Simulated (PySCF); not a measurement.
# Working out the ionisation energy of Re

Re [Xe] 4f14 5d5 6s2 (6S) → Re⁺ [Xe] 4f14 5d5 6s1 (7S). Calculation: PySCF 2.14, in ANO-RCC-VTZP (8s7p5d3f2g1h, 104 functions); scalar relativity by spin-free X2C-1e. Frozen: [Xe] 4f14. Energies in hartree (1 hartree = 27.21139 eV):

| part | Re (lower) | Re⁺ (upper) |
| --- | --- | --- |
| UHF | -16687.644967 | -16687.426362 |
| CCSD correlation | -0.125513 | -0.074792 |
| (T) | -0.004489 | -0.001103 |

Q: What does Hartree-Fock give?

A: (-16687.426362) − (-16687.644967) = 0.218605 hartree = 5.949 eV.

Q: What do CCSD and CCSD(T) give?

A: The CCSD correlation energies differ by 0.050721 hartree = 1.380 eV and the triples by 0.003386 hartree = 0.092 eV, so CCSD gives 7.329 eV and CCSD(T) 7.421 eV.

Measured between the centres of the two terms (NIST): 7.834 eV, so CCSD(T) (valence) is off by -0.413 eV.

What remains against the reference includes basis incompleteness, the frozen core and higher excitations.
